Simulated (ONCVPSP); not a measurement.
# platinum: ONCV pseudisation with PBEsol, scalar-relativistic reference atom.

platinum, optimised norm-conserving Vanderbilt (ONCV), made with ONCVPSP 4.0.1 (PBEsol, scalar-relativistic). Core [Kr] 4d10 4f14 5s2, reference 5p6 5d9 6s1. Waves: 6s: rc 1.85 bohr, ncon 5, nbas 8, qcut 3.8 1/bohr, 1 projector; 5p: rc 1.25 bohr, ncon 4, nbas 8, qcut 5.8 1/bohr, 3 projectors, debl 1.2 Ha; 5d: rc 2.30 bohr, ncon 4, nbas 8, qcut 6.8 1/bohr, 2 projectors, debl 0.7 Ha. Local part: polynomial inside 1.20 bohr (lpopt 4, dvloc0 2 Ha). Core correction: none.

(1) Does the generator finish with these settings?

Answers

(1) No. ONCVPSP 4.0.1 stopped with "optimize: ERROR ps0norm > uunorm, code will stop": the continuity conditions at rc already need more norm inside rc than the all-electron wave has, so norm conservation cannot be met. It happened in the s channel.
